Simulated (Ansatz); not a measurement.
`[OH][Al]([SiH3])[Cl]` + `BO[SiH2]S` → `BO[SiH2]S[SiH3]` + `[OH][AlH][Cl]`  (cleavage of the Si–Al bond)

Gas-phase electronic energies from Ansatz, PBE0-D4/def2-TZVP geometries. CCSD(T)/CBS adds triple-zeta CCSD(T) − MP2 to the extrapolated MP2 energy (def2 sets, frozen cores). This one scheme is used for every species. DFT in def2-TZVPP. B3LYP here is the variant with VWN-RPA as its local correlation; programs differ in this. One conformer a species, not always the lowest.

Q: Is it downhill or uphill in electronic energy at CCSD(T)/CBS, and by how much? (Best estimate.)

A: The calculation gave: Downhill: ΔE = -12.8 kcal/mol.

Q: What do these levels give: PBE-D4, PBE0-D4, ωB97X-V, ωB97M-V, B2PLYP, r2SCAN, PBE0, B3LYP, HF/def2-TZVPP, MP2/def2-QZVPP, HF/CBS(def2), CCSD/CBS(def2)? (Best estimate.)

A: Ansatz gave: PBE-D4 -10.0, PBE0-D4 -11.0, ωB97X-V -12.2, ωB97M-V -13.8, B2PLYP -11.8, r2SCAN -11.9, PBE0 -9.8, B3LYP -10.0, HF/def2-TZVPP -12.5, MP2/def2-QZVPP -15.3, HF/CBS(def2) -12.7, CCSD/CBS(def2) -12.5 kcal/mol.

Largest T1 diagnostic among the species: 0.013.

From PBE to PBE0 (25 % exact exchange), in def2-TZVPP and without D4, ΔE moves by −1.2 kcal/mol. The D4 term adds −2.2 kcal/mol with B3LYP and −1.2 kcal/mol with PBE0; it sums over pairs of atoms, weighted by their polarisabilities, and B3LYP, whose exchange is more repulsive, gets the larger term.
